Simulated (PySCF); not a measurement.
# Dipole response of V (vanadium, neutral)

[Ar] 3d4 4s1, high-spin 6D determinant (an excited configuration). All numbers are calculated (PySCF 2.14, the spin-free X2C one-electron Hamiltonian (Gaussian nucleus), in ANO-RCC-VTZP). Coupled (time-dependent) response in atomic units; α is the mean over directions. The basis has no added diffuse functions, which lowers α and C₆.

| method | mean α (bohr³) | α xx, yy, zz | C₆ (like pair) | S(−4) |
| --- | --- | --- | --- | --- |
| UHF | 120.3 | 120.7, 120.7, 119.6 | 1190 | 11780 |
| PBE | 79.69 | 77.99, 77.99, 83.10 | 639.6 | 6114 |
| PBE0 | 85.49 | 84.55, 84.55, 87.36 | 725.8 | 6005 |
| M06-2X | 105.1 | 102.6, 102.6, 110.2 | 969.5 | 9332 |

S(−4) is the Cauchy moment in α(ω) = α(0) + S(−4) ω² + …

α(iu) at M06-2X:

```tsv
u (hartree)	α(iu) (bohr³)
0	105.1
0.0500	86.57
0.100	58.03
0.200	27.21
0.300	16.10
0.500	8.689
0.750	5.633
1.00	4.161
1.50	2.598
2.00	1.768
3.00	0.9553
5.00	0.4005
```

A single London oscillator, α(iu) = α/(1 + u²/ω²), gives C₆ = (3/4) ω α². Matching the computed C₆ needs ω = 4 × 969.5 / (3 × 105.1²) = 0.117 hartree.

The components differ because the open shell of this determinant is not spherical; for a pure term their mean is the scalar polarisability.
